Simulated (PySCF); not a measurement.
# Static response to an electric field

Compound: C6H10F2.
SMILES with atom numbers: `[CH3:1][CH:2]([CH3:3])[CH2:4]/[C:5]([F:6])=[CH:7]/[F:8]` (hydrogens: H9, H10, H11 on C1; H12 on C2; H13, H14, H15 on C3; H16, H17 on C4; H18 on C7)

Cartesian coordinates in Å at the GFN2-xTB level; atoms count from 1:
```xyz
18
C6H10F2 angstrom
C     -2.108   -0.375    0.546
C     -0.715    0.241    0.459
C     -0.646    1.252   -0.682
C      0.332   -0.873    0.267
C      1.727   -0.347    0.317
F      2.104    0.097    1.534
C      2.561   -0.284   -0.710
F      3.809    0.201   -0.623
H     -2.853    0.401    0.705
H     -2.170   -1.081    1.371
H     -2.349   -0.899   -0.376
H     -0.497    0.756    1.400
H     -1.373    2.045   -0.525
H     -0.866    0.769   -1.632
H      0.341    1.702   -0.744
H      0.171   -1.373   -0.688
H      0.216   -1.604    1.072
H      2.308   -0.621   -1.702
```

Level: B3LYP/def2-SVPD (PySCF), static field, nuclei fixed, core orbitals frozen in the response. The polarisability tensor in these axes (au):

```
x   89.00  1.09 -7.96
y    1.09 66.02 -1.85
z   -7.96 -1.85 72.08
```

Give the principal values, the mean and the anisotropy Δα = √{½[(α1 − α2)² + (α2 − α3)² + (α1 − α3)²]}.

Principal values 65.42, 69.42 and 92.27 au; mean 75.70 au = 11.22 Å³ = 12.48 × 10⁻⁴⁰ C²·m²/J; Δα = 25.09 au (33 % of the mean).

What is the dipole moment, and where does it point?

(-2.44, -0.90, -1.09) D, 2.82 D in size, pointing from the negative to the positive side. Measured along this direction, the outermost atoms are F8 at the negative end and H11 at the positive end.

Form Σ f/ω² (atomic units) for the 8 lowest TDDFT singlets, given as eV and f, and set it beside the mean polarisability, which is this sum over all singlets: 6.21, 0.0147; 6.85, 0.0472; 7.16, 0.1064; 7.25, 0.0861; 7.76, 0.1284; 7.90, 0.0126; 8.14, 0.0013; 8.19, 0.0104.

They add up to 5.63 au, 7.4 % of the 75.70 au; the largest single term is 1.58 au, from the state at 7.76 eV. Terms in order: 0.28, 0.74, 1.54, 1.21, 1.58, 0.15, 0.01, 0.11 au. Higher excitations give the rest. The strengths listed sum to 0.407.

Estimate the molar refractivity from the static electronic polarisability.

Lorentz–Lorenz: R = (4π/3)N_A α = 2.5225 cm³/(mol·Å³) × 11.22 Å³ = 28.3 cm³/mol, in the limit of long wavelengths.

Orientational against electronic polarisability at 500 K (dilute gas, rigid molecules)?

In Gaussian units μ²/3kT = 38.32 Å³ against 11.22 Å³, a ratio of 3.42; the Debye molar polarisation (4π/3)N_A(α + μ²/3kT) is 125.0 cm³/mol, leaving out the vibrational part.

Give the principal axes and the span of the nuclei along them.

Largest value along (0.93, 0.06, -0.37), where the nuclei span 6.65 Å; middle along (0.37, -0.35, 0.86), 4.06 Å; least along (0.07, 0.93, 0.35), 3.14 Å. The response follows the extents in order.

Find the Langevin capture rate constant for NH4+ (18.034 u) meeting this molecule (120.075 u), k = 2.342 × 10⁻⁹ cm³/s × √(α in Å³ / reduced mass in u).

The reduced mass is 15.68 u, so k = 1.98 × 10⁻⁹ cm³/s. The formula leaves out the permanent dipole, which adds to the capture rate.

Geometry: GFN2-xTB, one conformer, isolated molecule.
